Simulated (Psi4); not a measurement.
Job for Psi4: SAPT0/aug-cc-pVDZ on C3H12GaN (a complex).

```
memory 8100 MB

molecule dimer {
0 1
Ga   -0.74918679    0.40672621    1.71060508
H    -1.49296131    1.74067304    2.13116659
H     0.59104748    0.53920122    0.87650540
H    -1.62811274   -0.89356630    1.49561764
--
0 1
C    -0.97427845   -0.27799240    4.60762566
N     0.11570480   -0.10150212    3.63322971
C     0.87997766   -1.35208443    3.48973272
C     1.00450091    0.99465753    4.05409953
H    -0.57548535   -0.53669553    5.59481237
H    -1.63610817   -1.07187837    4.26702633
H    -1.54480678    0.64585274    4.68026499
H     1.33389371   -1.64223480    4.44382089
H     1.66231808   -1.21220778    2.74632117
H     0.21415595   -2.14382152    3.15194176
H     1.46173168    0.77375015    5.02500255
H     1.78681869    1.12932908    3.30971456
H     0.42965785    1.91574860    4.12780276
units angstrom
symmetry c1
no_reorient
no_com
}

set {
  basis aug-cc-pVDZ
  scf_type df
  freeze_core true
}

energy('sapt0')
```

Output:

```
[...]
==> Input File <==

--------------------------------------------------------------------------
memory 8100 MB

molecule dimer {
0 1
Ga   -0.74918679    0.40672621    1.71060508
H    -1.49296131    1.74067304    2.13116659
H     0.59104748    0.53920122    0.87650540
H    -1.62811274   -0.89356630    1.49561764
--
0 1
C    -0.97427845   -0.27799240    4.60762566
N     0.11570480   -0.10150212    3.63322971
C     0.87997766   -1.35208443    3.48973272
C     1.00450091    0.99465753    4.05409953
H    -0.57548535   -0.53669553    5.59481237
H    -1.63610817   -1.07187837    4.26702633
H    -1.54480678    0.64585274    4.68026499
H     1.33389371   -1.64223480    4.44382089
H     1.66231808   -1.21220778    2.74632117
H     0.21415595   -2.14382152    3.15194176
H     1.46173168    0.77375015    5.02500255
H     1.78681869    1.12932908    3.30971456
H     0.42965785    1.91574860    4.12780276
units angstrom
symmetry c1
no_reorient
no_com
}

set {
  basis aug-cc-pVDZ
  scf_type df
  freeze_core true
}

energy('sapt0')
--------------------------------------------------------------------------


   => Loading Basis Set <=

    Name: AUG-CC-PVDZ
    Role: ORBITAL
    Keyword: BASIS
    atoms 1         entry GA         line  2890 file aug-cc-pvdz.gbs
    atoms 2-4, 9-17 entry H          line    40 file aug-cc-pvdz.gbs
    atoms 5, 7-8    entry C          line   182 file aug-cc-pvdz.gbs
    atoms 6         entry N          line   218 file aug-cc-pvdz.gbs

   => Loading Basis Set <=

    Name: AUG-CC-PVDZ
    Role: ORBITAL
    Keyword: BASIS
    atoms 1         entry GA         line  2890 file aug-cc-pvdz.gbs
    atoms 2-4, 9-17 entry H          line    40 file aug-cc-pvdz.gbs
    atoms 5, 7-8    entry C          line   182 file aug-cc-pvdz.gbs
    atoms 6         entry N          line   218 file aug-cc-pvdz.gbs


  //>>>>>>>>>>>>>>>>>>>>>>>>>>>>>>>>>>>//
  //              Dimer HF             //
  //<<<<<<<<<<<<<<<<<<<<<<<<<<<<<<<<<<<//

   => Libint2 <=

    Primary   basis highest AM E, G, H:  7, 6, 3
    Auxiliary basis highest AM E, G, H:  7, 7, 4
    Onebody   basis highest AM E, G, H:  -, -, -
    Solid Harmonics ordering:            Gaussian


   => Loading Basis Set <=

    Name: AUG-CC-PVDZ
    Role: ORBITAL
    Keyword: BASIS
    atoms 1         entry GA         line  2890 file aug-cc-pvdz.gbs
    atoms 2-4, 9-17 entry H          line    40 file aug-cc-pvdz.gbs
    atoms 5, 7-8    entry C          line   182 file aug-cc-pvdz.gbs
    atoms 6         entry N          line   218 file aug-cc-pvdz.gbs


         ---------------------------------------------------------
                                   SCF
               by Justin Turney, Rob Parrish, Andy Simmonett
                          and Daniel G. A. Smith
                              RHF Reference
                        4 Threads,   7724 MiB Core
         ---------------------------------------------------------

  ==> Geometry <==

    Molecular point group: c1
    Full point group: C1

    Geometry (in Angstrom), charge = 0, multiplicity = 1:

       Center              X                  Y                   Z               Mass
    ------------   -----------------  -----------------  -----------------  -----------------
         GA          -0.749186790000     0.406726210000     1.710605080000    68.925573500000
         H           -1.492961310000     1.740673040000     2.131166590000     1.007825032230
         H            0.591047480000     0.539201220000     0.876505400000     1.007825032230
         H           -1.628112740000    -0.893566300000     1.495617640000     1.007825032230
         C           -0.974278450000    -0.277992400000     4.607625660000    12.000000000000
         N            0.115704800000    -0.101502120000     3.633229710000    14.003074004430
         C            0.879977660000    -1.352084430000     3.489732720000    12.000000000000
         C            1.004500910000     0.994657530000     4.054099530000    12.000000000000
         H           -0.575485350000    -0.536695530000     5.594812370000     1.007825032230
         H           -1.636108170000    -1.071878370000     4.267026330000     1.007825032230
         H           -1.544806780000     0.645852740000     4.680264990000     1.007825032230
         H            1.333893710000    -1.642234800000     4.443820890000     1.007825032230
         H            1.662318080000    -1.212207780000     2.746321170000     1.007825032230
         H            0.214155950000    -2.143821520000     3.151941760000     1.007825032230
         H            1.461731680000     0.773750150000     5.025002550000     1.007825032230
         H            1.786818690000     1.129329080000     3.309714560000     1.007825032230
         H            0.429657850000     1.915748600000     4.127802760000     1.007825032230

  Running in c1 symmetry.

  Rotational constants: A =      0.10740  B =      0.01390  C =      0.01338 [cm^-1]
  Rotational constants: A =   3219.78457  
[...]
Energy =            138.0278237003664401
    One-Electron Energy =                -506.5426042701178062
    Two-Electron Energy =                 195.2248119081177435
    Total Energy =                       -173.2899686616335941

Computation Completed


Properties will be evaluated at   0.000000,   0.000000,   0.000000 [a0]

Properties computed using the SCF density matrix


 Multipole Moments:

 ------------------------------------------------------------------------------------
     Multipole            Electronic (a.u.)      Nuclear  (a.u.)        Total (a.u.)
 ------------------------------------------------------------------------------------

 L = 1.  Multiply by 2.5417464519 to convert [e a0] to [Debye]
 Dipole X            :        -17.6398831           17.7696805            0.1297975
 Dipole Y            :         12.5190871          -12.5953800           -0.0762929
 Dipole Z            :       -256.1246953          256.4132772            0.2885819
 Magnitude           :                                                    0.3254958

 ------------------------------------------------------------------------------------

  Constructing Basis Sets for SAPT...

   => Loading Basis Set <=

    Name: (AUG-CC-PVDZ AUX)
    Role: RIFIT
    Keyword: DF_BASIS_SAPT
    atoms 1         entry GA         line   690 file aug-cc-pvdz-ri.gbs
    atoms 2-4, 9-17 entry H          line    30 file aug-cc-pvdz-ri.gbs
    atoms 5, 7-8    entry C          line   112 file aug-cc-pvdz-ri.gbs
    atoms 6         entry N          line   158 file aug-cc-pvdz-ri.gbs

   => Loading Basis Set <=

    Name: (AUG-CC-PVDZ AUX)
    Role: JKFIT
    Keyword: DF_BASIS_ELST
    atoms 1         entry GA         line   936 file aug-cc-pvdz-jkfit.gbs
    atoms 2-4, 9-17 entry H          line    70 file aug-cc-pvdz-jkfit.gbs
    atoms 5, 7-8    entry C          line   154 file aug-cc-pvdz-jkfit.gbs
    atoms 6         entry N          line   212 file aug-cc-pvdz-jkfit.gbs


  //>>>>>>>>>>>>>>>>>>>>>>>>>>>>>>>>>>>//
  //               SAPT0               //
  //<<<<<<<<<<<<<<<<<<<<<<<<<<<<<<<<<<<//



        SAPT0
    Ed Hohenstein
     6 June 2009

      Orbital Information
  --------------------------
    NSO        =       236
    NMO        =       236
    NRI        =       694
    NRI (Elst) =       922
    NOCC A     =        17
    NOCC B     =        17
    FOCC A     =         9
    FOCC B     =         4
    NVIR A     =       219
    NVIR B     =       219

    Elst10,r            =    -0.101843960768 [Eh]
    Exch10              =     0.101398773653 [Eh]
    Exch10 (S^2)        =     0.097531595709 [Eh]

    Maxiter = 50
    CPHF R converge = 1.000000E-08

    Iter     Energy [mEh]          dE [mEh]         Residual      Time [s]
       1     -12.23317607      12.233176071     1.613568e-02             0
       2     -14.65027303       2.417096957     4.605286e-03             0
       3     -14.80861749       0.158344463     5.754581e-04             0
       4     -14.77651777      -0.032099723     7.480538e-05             0
       5     -14.77866162       0.002143852     1.009033e-05             0
       6     -14.77850621      -0.000155410     1.266379e-06             0
       7     -14.77851625       0.000010043     1.452674e-07             0
       8     -14.77851606      -0.000000198     1.536164e-08             1
       9     -14.77851597      -0.000000085     2.520282e-09             1

    CHF Iterations converged

    Maxiter = 50
    CPHF R converge = 1.000000E-08

    Iter     Energy [mEh]          dE [mEh]         Residual      Time [s]
       1    -219.70400862     219.704008618     8.041699e-02             0
       2    -280.37636834      60.672359723     2.406061e-02             0
       3    -280.54525876       0.168890415     7.229384e-03             0
       4    -279.01786270      -1.527396054     1.811423e-03             0
       5    -279.14711688       0.129254177     5.017484e-04             0
       6    -279.22092813       0.073811250     1.614848e-04             0
       7    -279.21727071      -0.003657423     5.226240e-05             0
       8    -279.21018647      -0.007084234     8.184951e-06             0
       9    -279.21084809       0.000661615     1.462243e-06             1
      10    -279.21084653      -0.000001561     3.818017e-07             1
      11    -279.21082709      -0.000019436     5.842864e-08             1
      12    -279.21083078       0.000003691     1.014134e-08             1
      13    -279.21083052      -0.000000263     2.690214e-09             1

    CHF Iterations converged

    Ind20,r (A<-B)      =    -0.014778515970 [Eh]
    Ind20,r (B<-A)      =    -0.279210830520 [Eh]
    Ind20,r             =    -0.293989346490 [Eh]
    Exch-Ind20,r (A<-B) =     0.012046636667 [Eh]
    Exch-Ind20,r (B<-A) =     0.229810511721 [Eh]
    Exch-Ind20,r        =     0.241857148388 [Eh]
    Disp20              =    -0.025184140939 [Eh]
    Disp20 (SS)         =    -0.012592070469 [Eh]
    Disp20 (OS)         =    -0.012592070469 [Eh]
    Exch-Disp20         =     0.005372970847 [Eh]
    Exch-Disp20 (SS)    =     0.003081909105 [Eh]
    Exch-Disp20 (OS)    =     0.002291061742 [Eh]

    SAPT Results
  --------------------------------------------------------------------------------------------------------
    Electrostatics               -101.84396077 [mEh]     -63.90805023 [kcal/mol]    -267.39128216 [kJ/mol]
      Elst10,r                   -101.84396077 [mEh]     -63.90805023 [kcal/mol]    -267.39128216 [kJ/mol]

    Exchange                      101.39877365 [mEh]      63.62869110 [kcal/mol]     266.22244355 [kJ/mol]
      Exch10                      101.39877365 [mEh]      63.62869110 [kcal/mol]     266.22244355 [kJ/mol]
      Exch10(S^2)                  97.53159571 [mEh]      61.20200030 [kcal/mol]     256.06916925 [kJ/mol]

    Induction                     -36.70438535 [mEh]     -23.03234954 [kcal/mol]     -96.36735047 [kJ/mol]
      Ind20,r                    -293.98934649 [mEh]    -184.48110011 [kcal/mol]    -771.86892287 [kJ/mol]
      Exch-Ind20,r                241.85714839 [mEh]     151.76765191 [kcal/mol]     634.99585561 [kJ/mol]
      delta HF,r (2)               15.42781275 [mEh]       9.68109866 [kcal/mol]      40.50571679 [kJ/mol]

    Dispersion                    -19.81117009 [mEh]     -12.43169692 [kcal/mol]     -52.01421991 [kJ/mol]
      Disp20                      -25.18414094 [mEh]     -15.80328703 [kcal/mol]     -66.12095292 [kJ/mol]
      Exch-Disp20                   5.37297085 [mEh]       3.37159011 [kcal/mol]      14.10673301 [kJ/mol]
      Disp20 (SS)                 -12.59207047 [mEh]      -7.90164351 [kcal/mol]     -33.06047646 [kJ/mol]
      Disp20 (OS)                 -12.59207047 [mEh]      -7.90164351 [kcal/mol]     -33.06047646 [kJ/mol]
      Exch-Disp20 (SS)              3.08190911 [mEh]       1.93392716 [kcal/mol]       8.09155124 [kJ/mol]
      Exch-Disp20 (OS)              2.29106174 [mEh]       1.43766295 [kcal/mol]       6.01518177 [kJ/mol]

  Total HF                        -37.14957247 [mEh]     -23.31170867 [kcal/mol]     -97.53618908 [kJ/mol]
  Total SAPT0                     -56.96074256 [mEh]     -35.74340559 [kcal/mol]    -149.55040899 [kJ/mol]

  Special recipe for scaled SAPT0 (see Manual):
    Electrostatics sSAPT0        -101.84396077 [mEh]     -63.90805023 [kcal/mol]    -267.39128216 [kJ/mol]
    Exchange sSAPT0               101.39877365 [mEh]      63.62869110 [kcal/mol]     266.22244355 [kJ/mol]
    Induction sSAPT0               -6.77931083 [mEh]      -4.25408177 [kcal/mol]     -17.79907812 [kJ/mol]
    Dispersion sSAPT0             -19.14637042 [mEh]     -12.01452883 [kcal/mol]     -50.26878861 [kJ/mol]
  Total sSAPT0                    -26.37086836 [mEh]     -16.54796973 [kcal/mol]     -69.23670534 [kJ/mol]
  --------------------------------------------------------------------------------------------------------



*** Psi4 exiting successfully. Buy a developer a beer!
```

The run finished.

Cost: around 60 core-seconds (rough).
